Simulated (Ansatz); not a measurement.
Frontier orbitals of C2H8SiTe (`C[SiH2][Te]C`).

| atom | x (Å) | y (Å) | z (Å) |
| --- | --- | --- | --- |
| C1 | 1.176 | -1.031 | 0.974 |
| Si2 | 1.269 | 0.500 | -0.096 |
| Te3 | -0.755 | 1.936 | 0.100 |
| C4 | -2.082 | 0.460 | -0.733 |
| H5 | 0.320 | -1.648 | 0.693 |
| H6 | 2.081 | -1.634 | 0.855 |
| H7 | 1.072 | -0.759 | 2.025 |
| H8 | 1.448 | 0.103 | -1.521 |
| H9 | 2.404 | 1.371 | 0.309 |
| H10 | -2.149 | -0.397 | -0.068 |
| H11 | -1.725 | 0.164 | -1.716 |
| H12 | -3.058 | 0.934 | -0.822 |

The species carries charge 0 and has multiplicity 1. Correlated methods include outer-core shells of Te, which these sets cover unevenly. Te takes the def2 core potential. The structure was optimised at the PBE0-D4/def2-TZVP level. It is one conformer, not always the lowest. Basis def2-TZVPP, Ansatz 0.2.0.

Orbital energies of one run (eV). Highest occupied ones, from the top: -6.15, -7.97, -9.08, -9.64, -9.99, -11.76, -11.97, -12.16, -12.29, -14.25, -17.01, -20.38, -20.82, -43.98. Empty: -0.40, 0.51, 1.08, 1.86, 1.95, 2.46.

(1) Which functional gave them?
A. B3LYP
B. r2SCAN0
C. revPBE
D. HSE06 (plane-wave form)

Answers

(1) B. HOMO energies: r2SCAN0 -6.15, B3LYP -5.79, revPBE -4.94, HSE06 -5.62 eV.

B3LYP here is the variant with VWN-RPA as its local correlation; programs differ in this.
